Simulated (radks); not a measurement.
The numbers below are computed, except where a source is named.
Initial-state core-level shifts of neutral lutetium when its valence configuration changes from [Xe] 4f14 5d1 6s2. Code: a radial shooting solver on a logarithmic mesh with Libxc functionals. Model: Dirac Kohn-Sham, LDA (Slater exchange, Perdew-Wang correlation), spin-unpolarised, spherical densities, finite nucleus; open shells fill j = l - 1/2 first; Fermi nuclear charge, rms radius 5.37 fm. Shifts are changes of the shell-averaged eigenvalues in eV (positive: less bound); the change of the density at the nucleus, which sets a Mossbauer isomer shift, is in e/bohr^3, on a base of 1.107e+06.

| valence | 2s | 4s | 4p | 5s | density at nucleus |
|---|---|---|---|---|---|
| 4f14 6s2 6p1 | -3.062 | -3.035 | -3.044 | -3.127 | +21.0 |
| 4f13 5d1 6s2 6p1 | -11.206 | -11.725 | -11.554 | -7.351 | +84.0 |
| 4f12 5d3 6s2 | -16.453 | -17.502 | -17.096 | -7.897 | +126.4 |
| 4f14 5d2 6s1 | +1.082 | +1.074 | +1.080 | +1.151 | -52.3 |
| 4f14 5d1 6s1.5 6p0.5 | -0.639 | -0.639 | -0.639 | -0.645 | -20.7 |
| 4f13.5 5d1 6s2 6p0.5 | -5.356 | -5.623 | -5.545 | -3.578 | +39.8 |
| 4f14 5d3 | +1.677 | +1.669 | +1.679 | +1.814 | -97.7 |
| 4f14 5d1.5 6s1.5 | +0.613 | +0.608 | +0.611 | +0.647 | -27.3 |
| 4f13 5d2 6s1 6p1 | -9.070 | -9.624 | -9.447 | -5.248 | +12.4 |
